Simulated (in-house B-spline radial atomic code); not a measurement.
Orbital energies and mean radii along the 33-electron series, configuration 1s2 2s2 2p6 3s2 3p6 3d10 4s2 4p1/2(2) 4p3/2(1). The effective charge is n√(-2ε), a non-relativistic measure. Computed with an all-electron radial atomic-structure program (B-spline basis): Dirac-Hartree-Fock, jj configuration that fills j = l - 1/2 first, finite nuclei.

```
  ion   Z  energy of 3p1/2 (Eh)  mean radius of 3p1/2 (bohr)  energy of 3p3/2 (Eh)  mean radius of 3p3/2 (bohr)  energy of 4s1/2 (Eh)  mean radius of 4s1/2 (bohr)  effective charge of 3p1/2
Lu38+  71               -144.43                      0.19838               -135.06                      0.21179               -70.529                      0.42441                     50.987
Hf39+  72                     ?                            ?                     ?                            ?                     ?                            ?                          ?
Ta40+  73               -157.29                      0.19072               -146.55                      0.20442               -77.178                      0.40721                      53.21
 W41+  74                     ?                            ?                     ?                            ?                     ?                            ?                          ?
Re42+  75                -170.8                      0.18353               -158.52                      0.19753               -84.158                      0.39119                     55.447
Os43+  76               -177.79                      0.18008               -164.69                      0.19424               -87.773                      0.38358                     56.571
```

Problem. Fill in the row of Hf39+.

Solution. energy of 3p1/2 (Eh): -150.78; mean radius of 3p1/2 (bohr): 0.19449; energy of 3p3/2 (Eh): -140.74; mean radius of 3p3/2 (bohr): 0.20804; energy of 4s1/2 (Eh): -73.813; mean radius of 4s1/2 (bohr): 0.41565; effective charge of 3p1/2: 52.097.

Problem. Fill in the row of W41+.

Solution. energy of 3p1/2 (Eh): -163.96; mean radius of 3p1/2 (bohr): 0.18707; energy of 3p3/2 (Eh): -152.48; mean radius of 3p3/2 (bohr): 0.20092; energy of 4s1/2 (Eh): -80.626; mean radius of 4s1/2 (bohr): 0.39906; effective charge of 3p1/2: 54.326.

Problem. How does the screening of 3p1/2 change?

Solution. Z less the effective charge goes from 20.01 at Z = 71 to 19.43 at Z = 76.
